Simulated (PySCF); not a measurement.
H$_{9}$Si$_{4}$, doublet, at a GFN2-xTB geometry; DF-M062X/pcseg-1 in PySCF.

PySCF was given this input:
```python
from pyscf import gto, scf, dft

mol = gto.M(
    atom='''
Si    2.10288089    1.55719553   -0.11006786
Si    1.30728363   -0.58975912   -0.25081520
Si   -0.80060273   -1.31732844    0.33452500
Si   -2.50338092    0.19889281   -0.03058452
H     3.29785080    1.73855812   -0.94212433
H     2.47307820    2.06553323    1.21946439
H     1.07494532    2.47420315   -0.61499304
H     2.34335668   -1.53978860    0.21473441
H    -1.07562296   -2.54906831   -0.43306047
H    -0.89654999   -1.79639903    1.73096861
H    -3.82095604   -0.25713727    0.41463498
H    -2.24713462    1.46425884    0.66136842
H    -2.63549988    0.51382883   -1.45379673
''',
    basis='pcseg-1',
    spin=1,
    verbose=4,
)

mf = dft.UKS(mol)
mf.xc = 'm062x'
mf.grids.atom_grid = (150, 974)
mf = mf.density_fit(auxbasis='def2-universal-jkfit')
mf.kernel()
```

Q: What does PySCF print? Leave out banner, timings and long lists.

A: 
```
PySCF version 2.14.0

[INPUT] verbose = 4
[INPUT] num. atoms = 13
[INPUT] num. electrons = 65
[INPUT] charge = 0
[INPUT] spin (= nelec alpha-beta = 2S) = 1
[INPUT] symmetry False subgroup None
[INPUT] Mole.unit = angstrom
[INPUT] Symbol           X                Y                Z      unit          X                Y                Z       unit  Magmom
[INPUT]  1 Si     2.102880890000   1.557195530000  -0.110067860000 AA    3.973868954682   2.942673074097  -0.207998110517 Bohr   0.0
[INPUT]  2 Si     1.307283630000  -0.589759120000  -0.250815200000 AA    2.470408027827  -1.114483216265  -0.473972035878 Bohr   0.0
[INPUT]  3 Si    -0.800602730000  -1.317328440000   0.334525000000 AA   -1.512919894279  -2.489389967701   0.632160631820 Bohr   0.0
[INPUT]  4 Si    -2.503380920000   0.198892810000  -0.030584520000 AA   -4.730704324262   0.375852939045  -0.057796366451 Bohr   0.0
[INPUT]  5 H      3.297850800000   1.738558120000  -0.942124330000 AA    6.232034811678   3.285398698439  -1.780356958989 Bohr   0.0
[INPUT]  6 H      2.473078200000   2.065533230000   1.219464390000 AA    4.673440482632   3.903292105888   2.304453715760 Bohr   0.0
[INPUT]  7 H      1.074945320000   2.474203150000  -0.614993040000 AA    2.031352253683   4.675566330036  -1.162168414114 Bohr   0.0
[INPUT]  8 H      2.343356680000  -1.539788600000   0.214734410000 AA    4.428302337370  -2.909778743727   0.405789224420 Bohr   0.0
[INPUT]  9 H     -1.075622960000  -2.549068310000  -0.433060470000 AA   -2.032632807694  -4.817040978708  -0.818365683675 Bohr   0.0
[INPUT] 10 H     -0.896549990000  -1.796399030000   1.730968610000 AA   -1.694233938082  -3.394702177134   3.271056603119 Bohr   0.0
[INPUT] 11 H     -3.820956040000  -0.257137270000   0.414634980000 AA   -7.220560449603  -0.485919016718   0.783546553865 Bohr   0.0
[INPUT] 12 H     -2.247134620000   1.464258840000   0.661368420000 AA   -4.246468996829   2.767048183073   1.249805181236 Bohr   0.0
[INPUT] 13 H     -2.635499880000   0.513828830000  -1.453796730000 AA   -4.980372974524   0.970995763606  -2.747277660488 Bohr   0.0

nuclear repulsion = 309.601609198975
number of shells = 30
number of NR pGTOs = 239
number of NR cGTOs = 117
basis = pcseg-1
ecp = {}

******** <class 'pyscf.df.df_jk.DFUKS'> ********
method = DFUKS
initial guess = minao
damping factor = 0
level_shift factor = 0
DIIS = <class 'pyscf.scf.diis.CDIIS'>
diis_start_cycle = 1
diis_space = 8
diis_damp = 0
SCF conv_tol = 1e-09
SCF conv_tol_grad = None
SCF max_cycles = 50
direct_scf = False
number electrons alpha = 33  beta = 32
XC library pyscf.dft.libxc version 7.1.2
    S. Lehtola, C. Steigemann, M. J. T. Oliveira, and M. A. L. Marques,  SoftwareX 7, 1–5 (2018)
XC functionals = m062x
    Y. Zhao and D. G. Truhlar,  Theor. Chem. Acc. 120, 215 (2008)
    Y. Zhao and D. G. Truhlar,  Theor. Chem. Acc. 120, 215 (2008)
radial grids:
    Treutler-Ahlrichs [JCP 102, 346 (1995); DOI:10.1063/1.469408] (M4) radial grids

becke partition: Becke, JCP 88, 2547 (1988); DOI:10.1063/1.454033
pruning grids: <function nwchem_prune>
grids dens level: 3
symmetrized grids: False
atomic radii adjust function: <function treutler_atomic_radii_adjust>
User specified grid scheme (150, 974)
small_rho_cutoff = 0
Set gradient conv threshold to 3.16228e-05
tot grids = 1049224
******** <class 'pyscf.df.df.DF'> ********
auxbasis = def2-universal-jkfit
init E= -1162.99055342331

cycle= 1 E= -1163.14622128969  delta_E= -0.156  |g|= 0.133  |ddm|= 2.43
cycle= 2 E= -1163.16342307135  delta_E= -0.0172  |g|= 0.0579  |ddm|= 0.374
cycle= 3 E= -1163.16669717321  delta_E= -0.00327  |g|= 0.02  |ddm|= 0.166
cycle= 4 E= -1163.16718821611  delta_E= -0.000491  |g|= 0.00448  |ddm|= 0.0573
cycle= 5 E= -1163.16722037721  delta_E= -3.22e-05  |g|= 0.00161  |ddm|= 0.0156
cycle= 6 E= -1163.16722674276  delta_E= -6.37e-06  |g|= 0.000514  |ddm|= 0.00848
cycle= 7 E= -1163.1672273369  delta_E= -5.94e-07  |g|= 0.000177  |ddm|= 0.00262
cycle= 8 E= -1163.16722740268  delta_E= -6.58e-08  |g|= 4.25e-05  |ddm|= 0.000906
cycle= 9 E= -1163.16722740703  delta_E= -4.34e-09  |g|= 1.28e-05  |ddm|= 0.00022
cycle= 10 E= -1163.16722740749  delta_E= -4.6e-10  |g|= 4.62e-06  |ddm|= 6.51e-05
Extra cycle  E= -1163.16722740754  delta_E= -5.57e-11  |g|= 2.39e-06  |ddm|= 1.79e-05
converged SCF energy = -1163.16722740754  <S^2> = 0.75479567  2S+1 = 2.0047899
```
